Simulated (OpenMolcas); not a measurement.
Computed transition rates of Kr3+

| Item | Value |
| --- | --- |
| Program | OpenMolcas 26.06 |
| Method | SS-CASPT2, IPEA 0.25 Eh, imaginary shift 0.1 Eh (closed shells correlated: 3d 4s) |
| Basis | ANO-RCC-VTZP [6s5p3d1f] |
| Scalar Hamiltonian | DKH2, point nucleus |
| Active space | 3 electrons in 3 orbitals (4p) |
| State averaging | 2S+1 = 4 odd, 1 root; 2S+1 = 2 odd, 8 roots |
| Spin-orbit coupling | state interaction with AMFI integrals over the reference wave functions, term energies averaged over their components |

Rates come from the transition moments of the reference wave functions (E1 and E2 in the length form). At fixed line strength A goes as λ^-3 for E1 and M1 and as λ^-5 for E2, so a rate at the computed wavelength can be rescaled to the measured one. Measured vacuum wavelengths follow from level energies in Saloman, J. Phys. Chem. Ref. Data 36, 215 (2007). Branching counts decays inside the model space alone, at computed energies, and the table is only a selection of the E2 and M1 lines, drawn from those between levels with measured partners whose computed energy lies within a factor of 1.5 of the measured one.

```tsv
Upper	Lower	Type	λ computed (nm)	λ measured (nm)	A computed (s-1)	A rescaled (s-1)	Branching %
4s2 4p3 2D* 5/2	4s2 4p3 2D* 3/2	M1	7506	6014	2.35e-02	4.57e-02	18.5
4s2 4p3 2P* 1/2	4s2 4p3 2D* 5/2	E2	744.9	809.3	2.41e-01	1.59e-01	1.5
4s2 4p3 2P* 1/2	4s2 4p3 2D* 3/2	M1	677.6	713.3	4.53e+00		28.3
4s2 4p3 2P* 1/2	4s2 4p3 2D* 3/2	E2	677.6	713.3	5.33e-01	4.12e-01	3.3
4s2 4p3 2P* 3/2	4s2 4p3 2D* 5/2	M1	654.5	680	4.71e+00		12.3
4s2 4p3 2P* 3/2	4s2 4p3 2D* 5/2	E2	654.5	680	7.30e-01	6.03e-01	1.9
4s2 4p3 2P* 3/2	4s2 4p3 2D* 3/2	M1	602	610.9	1.05e+01		27.6
4s2 4p3 2P* 3/2	4s2 4p3 2D* 3/2	E2	602	610.9	3.64e-01	3.38e-01	1.0
4s2 4p3 2D* 3/2	4s2 4p3 4S* 3/2	M1	538.5	586.9	2.10e+00		99.3
4s2 4p3 2D* 3/2	4s2 4p3 4S* 3/2	E2	538.5	586.9	1.52e-02		0.7
4s2 4p3 2D* 5/2	4s2 4p3 4S* 3/2	M1	502.5	534.8	7.17e-02		56.4
4s2 4p3 2D* 5/2	4s2 4p3 4S* 3/2	E2	502.5	534.8	3.20e-02		25.2
4s2 4p3 2P* 1/2	4s2 4p3 4S* 3/2	M1	300.1	322	1.06e+01		66.6
4s2 4p3 2P* 3/2	4s2 4p3 4S* 3/2	M1	284.3	299.4	2.18e+01		57.1
```

Spin-changing lines and M1 lines between different terms are not rescaled, since their strength hangs on the term gaps too.

The largest correction is for 4s2 4p3 2D* 5/2 → 4s2 4p3 2D* 3/2 (M1): 2.35e-02 × (7506 / 6014)^3 = 4.57e-02 s-1, a factor of 1.94.

No measured rate stands beside these. Rescaling mends the energy factor alone: line strengths can still be far off where a level mixes with configurations outside the active space, and weak or spin-changing lines hang on small mixing coefficients that depend on the term gaps too, so rescaling need not improve them.

CASPT2 does not keep the components of a term degenerate, so their means are used; among the terms shown or strongly mixed into the levels shown the widest spread is 180 cm-1 (4s2 4p3 2D*). With the s shell closed, the reference lacks s² → p² mixing. Computed and measured levels are paired by configuration, term and J; levels that our copy of the source lacks, or whose pairing is in doubt (as where it misses far off the trend of its configuration), stay unpaired. Levels of configurations outside the active space are missing.

* marks odd parity.
